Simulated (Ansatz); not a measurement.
# A basis-limit estimate, worked out

An elementary step of SiH3Cl3, singlet (SiHCl₃ ([Cl][SiH]([Cl])[Cl]) + H₂ → SiH₂Cl₂ ([Cl][SiH2][Cl]) + HCl; Si–Cl, H–H broken or loosened, Si–H, Cl–H formed or tightened). “Start” and “end” are the PBE0-D4/def2-TZVP structures reached by relaxing down either side of its saddle point, with the molecules still in contact.

Ansatz 0.2.0; basis: def2-TZVPP and def2-QZVPP; cores frozen in the correlated methods.

Energies in eV:

| quantity | end | start |
| --- | --- | --- |
| Hartree–Fock, triple zeta (X = 3) | -45424.96373 | -45425.56440 |
| Hartree–Fock, quadruple zeta (X = 4) | -45426.26266 | -45426.86829 |
| MP2 correlation, X = 3 | -19.26793 | -19.43861 |
| MP2 correlation, X = 4 | -21.18048 | -21.37771 |
| CCSD(T) correlation, X = 3 | -21.87141 | -21.94072 |

Work out the step energy at the basis limit: extrapolate Hartree–Fock as E(X) = E∞ + A exp(−7.88 √X) and the MP2 correlation as E(X) = E∞ + B X^−2.97 (the exponents that Neese and Valeev fitted for def2-TZVPP and QZVPP), then add CCSD(T) − MP2 in triple zeta.

Each step is linear, so take the differences first (end − start): Hartree–Fock 0.60067 (X = 3) and 0.60563 (X = 4); MP2 correlation 0.17068 and 0.19723; CCSD(T) correlation 0.06931.
Two points give E∞ = E(4) + w [E(4) − E(3)], with w = 1/(exp(7.88 (2 − √3)) − 1) = 0.1377 for Hartree–Fock and w = 1/((4/3)^2.97 − 1) = 0.7407 for the correlation.
Hartree–Fock: 0.60563 + 0.1377 × 0.00496 = 0.6063 eV.
MP2 correlation: 0.19723 + 0.7407 × 0.02655 = 0.2169 eV.
CCSD(T) − MP2: 0.06931 − 0.17068 = -0.1014 eV.
Sum: 0.6063 + 0.2169 + (-0.1014) = 0.7218 eV, or 16.65 kcal/mol. Plain CCSD(T) in triple zeta gives 0.6700 eV, so the larger basis shifts the result by 0.0518 eV.

No T1 diagnostic of these runs exceeds 0.011.

Labels in which every atom is bracketed show which atoms are joined, not bond orders.

For scale, one of the runs: CCSD(T)/def2-TZVPP, 210 basis functions, launched by `ansatz run in.yaml --threads 4 --pin off --events-out ev --progress --plain --max-ram 9574MiB`. The run took 47 s on 4 CPU threads of an Arm Neoverse V2 (shared host), with 2.5 GiB of host memory at its peak.
